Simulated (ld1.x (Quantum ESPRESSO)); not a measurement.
Before and after: TM potential for P

* Element: phosphorus (P)
* Generator: ld1.x (Quantum ESPRESSO) 7.5
* Type: norm-conserving Troullier–Martins (Kleinman–Bylander form)
* Functional: PW91
* Relativity: fully relativistic
* Frozen core: [Ne]
* Valence charge: 5
* Reference configuration: 3s2 3p3
* Partial waves: 3s (bound): rc 1.20 bohr; 3p (bound): rc 1.55 bohr
* Local potential: all-electron potential smoothed inside 1.15 bohr (lloc = -1)
* Core correction: a·sin(br)/r model core inside 0.75 bohr

Open shells are filled in proportion to 2j + 1 (rel_dist='average').

All-electron outer shells of the reference configuration (PW91, scalar-relativistic, ld1.x):

| shell | level (eV) | outermost node (bohr) | outermost maximum (bohr) |
| --- | --- | --- | --- |
| 2s | -174.06 | 0.14 | 0.42 |
| 2p | -124.67 | – | 0.36 |
| 3s | -14.02 | 0.65 | 1.58 |
| 3p | -5.55 | 0.64 | 1.83 |

Change: wave 3s (bound): rc 1.20 bohr becomes 3s (bound): rc 1.24 bohr.

Cutoffs: the cutoffs (Ry, on a coarse ladder) from which the occupation-weighted sum of valence levels, in a spherical-Bessel basis at the reference potential, stays within 10 and 1 mRy of its value at 400 Ry; they do not see the model core or the augmentation charge, which bear on the density cutoff. Errors are all-electron minus pseudo energies relative to the spin-unpolarised reference configuration.

Question: How do hardness, ghosts and transferability respond?

Answer: The potential gets softer (50 Ry and 110 Ry → 45 Ry and 100 Ry); of the 7 tests that both files solve, the error grows in 0 and shrinks in 1 by more than 15 % and 0.3 meV (median size 10.0 → 9.9 meV); neither file shows a bound ghost. A larger radius leaves more room for a smooth pseudo-wave, so fewer plane waves are needed.

| quantity | base | changed |
| --- | --- | --- |
| cutoff, loose | 50 Ry | 45 Ry |
| cutoff, tight | 110 Ry | 100 Ry |
| loose cutoff by channel (10 mRy a level) | s 40 Ry, p 8 Ry | s 35 Ry, p 8 Ry |
| bound ghosts | none | none |
| error for 3s2 3p2, meV [ΔE 9.78 eV] | +6.0 | +5.9 |
| error for 3s2 3p1, meV [ΔE 28.98 eV] | +41 | +40 |
| error for 3s2 3p0, meV [ΔE 58.80 eV] | +145 | +140 |
| error for 3s2 3p3.3, meV [ΔE -1.32 eV] | +0.2 | +0.2 |
| error for 3s1 3p0, meV [ΔE 110.90 eV] | +313 | +299 |
| error for 3s1 3p3, meV [ΔE 18.90 eV] | +10.0 | +9.9 |
| error for 3s0 3p5, meV [ΔE 17.21 eV] | -6.2 | -4.9 |
| s: phases at 1.71 bohr within 0.05 rad from the reference energy up to (Ry; the scan ends near 5) | 0.4 | 0.5 |
| p1/2: phases at 1.71 bohr within 0.05 rad from the reference energy up to (Ry; the scan ends near 5) | 3.9 | 3.9 |
| p3/2: phases at 1.71 bohr within 0.05 rad from the reference energy up to (Ry; the scan ends near 5) | 3.8 | 3.8 |
